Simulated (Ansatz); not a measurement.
Geometry optimisation, Ansatz, RKS r2SCAN/6-31G*.

input.yaml

```yaml
crystal:
  periodic: [false, false, false]
  atoms:
    - { symbol: C, position_ang: [-1.1357, 1.1362, -0.1126] }
    - { symbol: B, position_ang: [-0.5248, -0.2083, -0.5321] }
    - { symbol: C, position_ang: [0.7194, -0.7712, 0.2351] }
    - { symbol: O, position_ang: [1.09783, -2.05481, -0.1539] }
    - { symbol: S, position_ang: [0.35683, -0.89356, 2.03556] }
    - { symbol: H, position_ang: [-0.4492, 2.0174, -0.2571] }
    - { symbol: H, position_ang: [-1.4818, 1.1444, 0.9398] }
    - { symbol: H, position_ang: [-2.0272, 1.3916, -0.7763] }
    - { symbol: H, position_ang: [-0.9974, -0.829, -1.3582] }
    - { symbol: H, position_ang: [1.60293, -0.10666, 0.14126] }
    - { symbol: H, position_ang: [1.58664, -1.93591, -1.07761] }
    - { symbol: H, position_ang: [0.27838, 0.46485, 2.22193] }
basis:
  gaussian: { orbitals: "6-31G*" }
hamiltonian:
  xc: r2scan
relax:
  f_tol: 0.015
  max_steps: 40
```

Command:

```bash
$ ansatz run input.yaml --threads 2 --pin off --max-ram 3072MiB --backend cpu --events-out ev --progress --plain --runs-dir out
```

Q: Where does it end, and by what steps?

A: It converged. After 15 steps the energy has fallen by 1.157 eV; H9 moved furthest, 0.90 Å. Joined: B2–S5.

```json
{"step": "0", "energy less start (eV)": "0.0000", "largest force component (eV/Å)": "2.798", "accepted": "yes"}
{"step": "1", "energy less start (eV)": "-0.3202", "largest force component (eV/Å)": "1.327", "accepted": "yes"}
{"step": "2", "energy less start (eV)": "-0.4077", "largest force component (eV/Å)": "0.403", "accepted": "yes"}
{"step": "3", "energy less start (eV)": "-0.4454", "largest force component (eV/Å)": "0.268", "accepted": "yes"}
{"step": "4", "energy less start (eV)": "-0.5411", "largest force component (eV/Å)": "1.523", "accepted": "yes"}
{"step": "5", "energy less start (eV)": "-0.6504", "largest force component (eV/Å)": "1.134", "accepted": "yes"}
{"step": "6", "energy less start (eV)": "-0.7664", "largest force component (eV/Å)": "0.990", "accepted": "yes"}
{"step": "7", "energy less start (eV)": "-0.7964", "largest force component (eV/Å)": "2.122", "accepted": "yes"}
{"step": "8", "energy less start (eV)": "-0.9372", "largest force component (eV/Å)": "2.422", "accepted": "yes"}
{"step": "9", "energy less start (eV)": "-1.0505", "largest force component (eV/Å)": "0.920", "accepted": "yes"}
{"step": "10", "energy less start (eV)": "-1.0630", "largest force component (eV/Å)": "1.646", "accepted": "yes"}
{"step": "11", "energy less start (eV)": "-1.1490", "largest force component (eV/Å)": "0.466", "accepted": "yes"}
{"step": "12", "energy less start (eV)": "-1.1545", "largest force component (eV/Å)": "0.159", "accepted": "yes"}
{"step": "13", "energy less start (eV)": "-1.1552", "largest force component (eV/Å)": "0.136", "accepted": "yes"}
{"step": "14", "energy less start (eV)": "-1.1566", "largest force component (eV/Å)": "0.025", "accepted": "yes"}
{"step": "15", "energy less start (eV)": "-1.1567", "largest force component (eV/Å)": "0.014", "accepted": "yes"}
```

```xyz
12
Properties=species:S:1:pos:R:3
C -1.120 1.172 -0.114
B -0.523 -0.301 -0.088
C 1.010 -0.567 -0.107
O 1.597 -1.654 -0.634
S 0.038 -0.937 1.774
H -0.468 1.916 0.366
H -2.100 1.223 0.378
H -1.268 1.499 -1.153
H -1.153 -1.223 -0.564
H 1.777 0.156 0.179
H 0.888 -2.206 -1.014
H 0.347 0.276 2.283
```

Whether the end is a true minimum wasn't checked by a vibrational analysis.

Time of the run: 65 s on 2 threads of Arm Neoverse V1 (shared host), peak memory 0.17 GiB.
